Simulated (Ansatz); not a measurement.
Consider the hydrogenolysis of the Si–C bond: `C#C[Si](C)(Cl)Cl` + H₂ → `C#C[SiH](Cl)Cl` + CH₄.

Computed with Ansatz on PBE0-D4/def2-TZVP structures; ΔE is electronic, products minus reactants. CCSD(T)/CBS adds triple-zeta CCSD(T) − MP2 to the extrapolated MP2 energy (def2 sets, frozen cores). This one scheme is used for every species. DFT in def2-TZVPP. B3LYP here is the variant with VWN-RPA as its local correlation; programs differ in this.

`C#C[Si](C)(Cl)Cl`:

```xyz
10

C     1.298   -1.161   -1.974
C     0.965   -0.503   -1.021
Si    0.410    0.466    0.408
C    -1.371    0.181    0.790
Cl    0.732    2.444   -0.002
Cl    1.564   -0.054    2.015
H     1.599   -1.740   -2.816
H    -1.540   -0.874    1.013
H    -1.673    0.778    1.653
H    -1.986    0.464   -0.067
```

H₂:

Z-matrix (Å, degrees):
```
H
H 1 0.746
```

`C#C[SiH](Cl)Cl`:

Cartesian coordinates in Å:
```
C -1.246 -1.390 0.750
C -0.494 -0.545 0.334
Si 0.637 0.732 -0.264
Cl 2.211 -0.154 -1.206
Cl -0.349 1.942 -1.572
H -1.912 -2.139 1.114
H 1.152 1.554 0.844
```

CH₄:

```xyz
5

C     0.000    0.000    0.000
H     0.322    0.975   -0.364
H    -0.183    0.055    1.073
H     0.778   -0.737   -0.199
H    -0.917   -0.294   -0.510
```

| level | ΔE (kJ/mol) | difference from CCSD(T)/CBS |
| --- | --- | --- |
| r2SCAN-D4 | -7.2 | 2.2 |
| PBE0-D4 | -9.2 | 0.2 |
| PBE | -14.4 | -5.0 |
| B3LYP | -23.5 | -14.1 |
| r2SCAN0 | -11.7 | -2.3 |
| RPA@PBE/def2-TZVPP | -13.9 | -4.5 |
| CCSD(T)/def2-SVP | -22.4 | -13.0 |
| SCS-MP2/def2-TZVPP | -12.4 | -3.0 |
| CCSD/def2-TZVPP | -15.7 | -6.3 |
| HF/CBS(def2) | -34.7 | -25.3 |
| CCSD(T)/CBS | -9.4 | 0 |

Problem. What do rigid-rotor, harmonic-oscillator terms from PBE0-D4/def2-TZVP frequencies (298.15 K, 1 bar) make of the CCSD(T)/CBS value? (Best estimate.)

Solution. Ansatz gave: ΔZPE = +16.5 kJ/mol, ΔH = +3.3 kJ/mol, ΔS = 20 J/(mol·K), ΔG = -2.7 kJ/mol.

Largest T1 diagnostic among the species: 0.011.

In def2-TZVPP, CCSD(T) changes the Hartree–Fock value by +23.2 kJ/mol (the triples alone add +4.4 kJ/mol) and MP2 by +29.5 kJ/mol. At CCSD(T), def2-SVP lies −13.0 kJ/mol from the extrapolated value and def2-TZVPP −1.9 kJ/mol. The D4 term adds +11.8 kJ/mol with B3LYP and +6.6 kJ/mol with PBE0; it sums over pairs of atoms, weighted by their polarisabilities, and B3LYP, whose exchange is more repulsive, gets the larger term.
